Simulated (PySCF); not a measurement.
## Excitation energy of Ne⁺ by level of theory

Ne⁺ [He] 2s2 2p5 (2P) → Ne⁺ [He] 2s1 2p5 3s1 (4P), as a difference of total energies. Calculation: PySCF 2.14, in aug-cc-pVDZ-DK (4s3p2d, 23 functions); the spin-free X2C one-electron Hamiltonian (Gaussian nucleus). Correlated levels: valence: 1s2 frozen. The calculations carry no spin-orbit coupling.

```json
{"method": "UHF", "excitation energy (eV)": "53.049"}
{"method": "LDA", "excitation energy (eV)": "50.601"}
{"method": "PBE", "excitation energy (eV)": "50.672"}
{"method": "PBE0", "excitation energy (eV)": "51.563"}
{"method": "r2SCAN", "excitation energy (eV)": "51.960"}
{"method": "BLYP", "excitation energy (eV)": "50.646"}
{"method": "M06-2X", "excitation energy (eV)": "51.886"}
{"method": "PW91", "excitation energy (eV)": "50.720"}
{"method": "CAM-B3LYP", "excitation energy (eV)": "51.500"}
{"method": "MP2 (valence)", "excitation energy (eV)": "52.602"}
{"method": "SCS-MP2 (valence)", "excitation energy (eV)": "52.415"}
```

Q: How much does correlation contribute at MP2 (valence)?

A: 52.602 − (53.049) = -0.447 eV, measured against UHF.

The upper state lies above the first ionisation limit, where it may autoionise and the basis confines it. A Rydberg-like electron needs more diffuse functions than a valence basis has.

The promoted electron is Rydberg-like, and one or two diffuse shells describe it only roughly, which tends to raise the upper state.
